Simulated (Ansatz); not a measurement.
Consider the formal exchange of groups at the Si–C bond: `[OH][Al]([F])[CH2][SiH3]` + `[CH2]1[NH][GeH2]1` → `[SiH3][GeH]1[CH2][NH]1` + `[CH3][Al]([OH])[F]`.

Calculated with Ansatz (gas phase, PBE0-D4/def2-TZVP geometries, no zero-point term in ΔE). CCSD(T)/CBS is the MP2 limit (def2-TZVPP, def2-QZVPP) plus CCSD(T) − MP2 in def2-TZVPP, frozen cores. For Ge outer-core shells are correlated without core-valence functions, which leaves a few kJ/mol of doubt a bond. Scalar relativity is left out up to krypton. Each species was taken in one conformer, which may not be the lowest.

```csv
level,ΔE (kJ/mol)
CCSD/def2-TZVPP,-18.5
SCS-MP2/def2-QZVPP,-17.5
```

Q: What does CCSD(T)/CBS give? (An estimate is asked.)

A: Ansatz gave: -21.9 kJ/mol. The listed levels differ from it by 3.4, 4.4 kJ/mol.

Largest T1 diagnostic among the species: 0.013.

In def2-TZVPP, CCSD(T) changes the Hartree–Fock value by −9.9 kJ/mol (the triples alone add −1.9 kJ/mol) and MP2 by −9.1 kJ/mol. From PBE to PBE0 (25 % exact exchange), in def2-TZVPP and without D4, ΔE moves by +5.2 kJ/mol.
